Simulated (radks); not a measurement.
Rh I, 45 electrons, occupied as [Kr] 4d8 5s1. Method: scalar-relativistic Kohn-Sham, BLYP, spin-unpolarised, spherical densities, finite nucleus; Fermi nuclear charge, rms radius 4.4945 fm; computed with a radial shooting solver on a logarithmic mesh with Libxc functionals.

Normalised radial functions P(r) = r R(r), r in bohr:

r,3d,4d,5s
0.00612,0.0006,0.0002,0.0474
0.008361,0.0013,0.0004,0.0567
0.01133,0.0031,0.0009,0.0642
0.01548,0.0073,0.0022,0.0676
0.02115,0.0169,0.0052,0.0621
0.02866,0.0373,0.0114,0.0435
0.03916,0.0813,0.0248,0.0071
0.05349,0.1689,0.0514,-0.0438
0.0725,0.3242,0.0981,-0.0925
0.09904,0.5839,0.1749,-0.1109
0.1353,0.9476,0.2780,-0.0643
0.1848,1.3480,0.3774,0.0474
0.2505,1.6249,0.4079,0.1525
0.3422,1.6159,0.2910,0.1449
0.4676,1.2603,-0.0087,-0.0234
0.6337,0.7424,-0.4010,-0.2215
0.8657,0.2990,-0.7327,-0.2453
1.183,0.0750,-0.8363,-0.0064
1.603,0.0109,-0.7210,0.3292
2.19,0.0007,-0.5016,0.5646
2.992,0.0000,-0.2892,0.5899
4.087,0.0000,-0.1358,0.4436
5.539,0.0000,-0.0504,0.2460
7.567,0.0000,-0.0128,0.0919
10.34,0.0000,-0.0020,0.0214
14.01,0.0000,-0.0002,0.0029
19.14,0.0000,0.0000,0.0002

3d: eigenvalue -300.60 eV, 0 radial nodes, <r> = 0.370 bohr, 90 % of the charge inside 0.588 bohr. 4d: eigenvalue -5.829 eV, 1 radial node at r = 0.464 bohr, <r> = 1.60 bohr, 90 % of the charge inside 2.63 bohr. 5s: eigenvalue -4.319 eV, 4 radial nodes at r = 0.0411, 0.164, 0.452, 1.19 bohr, <r> = 3.31 bohr, 90 % of the charge inside 5.05 bohr.
